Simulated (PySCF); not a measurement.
How do the members of this family differ from one of them?

PySCF, PBE0/def2-SVPD, density fitting, gas phase; each molecule at its own PBE0-D3(BJ)/def2-SVP geometry, one conformer. Singlet excitations by full TDDFT with frozen cores, triplets by Tamm–Dancoff TDDFT and ionisation energies by ΔSCF, from the lowest of the holes tried. 

Torsions of the conformers computed, which needn't be the lowest (atom-mapped SMILES):
- `[NH2:1][GeH2:2][NH2:3]`: H–N1–Ge2–N3 -42°, H–N1–Ge2–N3 84°, H–N3–Ge2–N1 156°, H–N3–Ge2–N1 -76°
- `[CH3:1][NH:2][GeH2:3][NH2:4]`: C1–N2–Ge3–N4 49°, H–N4–Ge3–N2 -155°, H–N4–Ge3–N2 76°
- `[NH2:1][GeH2:2][S:3][SiH3:4]`: N1–Ge2–S3–Si4 -35°, H–N1–Ge2–S3 -77°, H–N1–Ge2–S3 150°
- `[NH2:1][CH2:2][GeH2:3][NH2:4]`: N1–C2–Ge3–N4 -36°, H–N1–C2–Ge3 180°, H–N1–C2–Ge3 62°, H–N4–Ge3–C2 82°, H–N4–Ge3–C2 -155°
- `[NH2:1][GeH2:2][Br:3]`: H–N1–Ge2–Br3 -64°, H–N1–Ge2–Br3 64°
- `[CH2:1]=[N:2][GeH2:3][NH2:4]`: C1–N2–Ge3–N4 -123°, H–N4–Ge3–N2 64°, H–N4–Ge3–N2 -63°
- `[NH2:1][GeH2:2][SH:3]`: H–N1–Ge2–S3 -70°, H–N1–Ge2–S3 55°, H–S3–Ge2–N1 70°

Reference: `[NH2][GeH2][NH2]`, with HOMO energy -7.26 eV, LUMO energy 0.34 eV, lowest singlet excitation 6.28 eV, lowest triplet excitation 5.93 eV, mean polarisability 49.5 au, dipole moment 1.54 D and vertical ionisation energy 9.36 eV.

Changes against it:

```tsv
molecule	Δ HOMO energy (eV)	Δ LUMO energy (eV)	Δ lowest singlet excitation (eV)	Δ lowest triplet excitation (eV)	Δ mean polarisability (au)	Δ dipole moment (D)	Δ vertical ionisation energy (eV)
N[CH2][GeH2][NH2]	+0.51	0.00	-0.41	-0.32	+13.1	-1.06	-0.57
[NH2][GeH2][Br]	-0.60	-0.73	0.00	-0.30	+13.2	+0.19	+0.57
C=[N][GeH2][NH2]	+0.36	-1.07	-2.13	-2.44	+10.9	-0.32	-0.48
[NH2][GeH2][SH]	+0.05	-0.41	-0.51	-0.53	+13.9	-0.12	-0.09
```

Rows whose labels were lost:

| row | Δ HOMO energy (eV) | Δ LUMO energy (eV) | Δ lowest singlet excitation (eV) | Δ lowest triplet excitation (eV) | Δ mean polarisability (au) | Δ dipole moment (D) | Δ vertical ionisation energy (eV) |
| --- | --- | --- | --- | --- | --- | --- | --- |
| P | +0.70 | +0.06 | -0.53 | -0.45 | +12.3 | -0.34 | -0.72 |
| Q | +0.05 | -0.54 | -0.51 | -0.58 | +39.8 | +1.10 | -0.21 |

Task: Which row belongs to which of `C[NH][GeH2][NH2]` and `[NH2][GeH2][S][SiH3]`?

Result: P = `C[NH][GeH2][NH2]` and Q = `[NH2][GeH2][S][SiH3]`. P and Q are told apart most clearly by the mean polarisability (+12.3 against +39.8 au); P lies nearest to the labelled row of `N[CH2][GeH2][NH2]`.

Task: Which row has the smallest HOMO–LUMO gap and which the largest, and does the HOMO or the LUMO shift more there?

Result: Smallest, counted from the reference: `C=[N][GeH2][NH2]`, -1.43 eV (HOMO +0.36, LUMO -1.07), the larger shift being that of the LUMO. Largest: `[NH2][GeH2][Br]`, -0.13 eV (HOMO -0.60, LUMO -0.73), the larger shift being that of the LUMO. The gap of the reference itself lies above all of them.
